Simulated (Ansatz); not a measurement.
NiF₂ (the lowest singlet isomer of a short search) was relaxed with r2SCAN-D4 (def2-TZVP) in Ansatz in these states: neutral quintet, neutral triplet. The geometries follow in no particular order.

A:

Cartesian coordinates in Å:
```
Ni -0.454 -0.096 0.595
F 1.188 -0.666 0.321
F -0.734 0.763 -0.915
```

B:

```xyz
3

Ni    0.0001   -0.0001    0.0001
F    -1.0472   -1.3093   -0.3184
F     1.0471    1.3094    0.3183
```

Question: Judge from the bond lengths which geometry belongs to which state (an estimate).

Answer: A is the neutral quintet (Ni1–F3 1.760 Å, Ni1–F2 1.760 Å); B is the neutral triplet (Ni1–F3 1.707 Å, Ni1–F2 1.707 Å).

At PBE0-D4/def2-TZVP a triplet lies 4.57 eV below the neutral quintet. These are the stationary points nearest to one start from a short search; other shapes may lie lower in each state.
